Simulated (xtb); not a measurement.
Cd(Et)(OSiH3) (C2H8CdOSi), SMILES C[CH2][Cd][O][SiH3]. All values are semi-empirical tight-binding results from xtb (GFN2-xTB unless named), good for trends rather than for accurate numbers. Geometry: GFN2-xTB. The values are those of a single conformer.

Optimised geometry:

Bonded distances (Å): Cd1–C2 2.170, Cd1–O9 2.052, C2–C3 1.523, C2–H4 1.093, C2–H5 1.091, C3–H6 1.094, C3–H7 1.095, C3–H8 1.092, O9–Si10 1.585, Si10–H11 1.523, Si10–H12 1.470, Si10–H13 1.471. Bond angles (°): C2–Cd1–O9 121.2, Cd1–C2–C3 105.3, Cd1–C2–H4 109.1, Cd1–C2–H5 111.3, C3–C2–H4 110.7, C3–C2–H5 110.9, H4–C2–H5 109.5, C2–C3–H6 111.0, C2–C3–H7 111.0, C2–C3–H8 110.3, H6–C3–H7 108.6, H6–C3–H8 107.9, H7–C3–H8 107.9, Cd1–O9–Si10 118.5, O9–Si10–H11 109.3, O9–Si10–H12 111.3, O9–Si10–H13 110.6, H11–Si10–H12 107.8, H11–Si10–H13 107.7, H12–Si10–H13 110.0.

For metal compounds this method's bond lengths and energies can be far off.

The orbital gap is 2.93 eV and the zero-point energy is 55.2 kcal/mol. The G − E(el) at 298.15 K (modified RRHO) is 32.4 kcal/mol.

Computed atomic charges and the Wiberg bond orders between heavy atoms:
charges (e) Cd1 0.36, C2 -0.13, C3 -0.11, H4 0.07, H5 0.07, H6 0.07, H7 0.07, H8 0.06, O9 -0.53, Si10 0.49, H11 -0.16, H12 -0.13, H13 -0.13. Bond orders Cd1–C2 0.85, C2–C3 1.03, Cd1–O9 0.52, O9–Si10 1.42.
